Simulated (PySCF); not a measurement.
**Electron correlation in Sb (antimony, neutral)**

[Kr] 4d10 5s1 5p4, 5s spin antiparallel (an excited configuration). Calculation: PySCF 2.14, in x2c-QZVPPall; the spin-free X2C one-electron Hamiltonian (Gaussian nucleus). Frozen: [Ar] 3d10; 23 electrons correlated.

MP2 pair energies summed by pair of shells (mhartree):

```csv
pair,energy,share (%)
4d-4d,-330.62,41.8
4p-4d,-112.50,14.2
4d-5p,-96.25,12.2
5p-5p,-56.10,7.1
5s-5p,-54.56,6.9
4p-4p,-39.68,5.0
4d-5s,-36.39,4.6
4s-4d,-30.56,3.9
4s-4p,-16.23,2.1
4p-5p,-8.44,1.1
4p-5s,-4.78,0.6
4s-4s,-3.55,0.4
4s-5p,-1.23,0.2
4s-5s,-0.62,0.1
```

Total MP2 correlation energy: -791.52 mhartree.

Same-spin part -263.39 and opposite-spin part -528.13 mhartree; SCS-MP2 scales them by 1/3 and 6/5 to -721.55 mhartree.

This basis was not built for core-valence correlation, so the inner-shell part is incomplete.
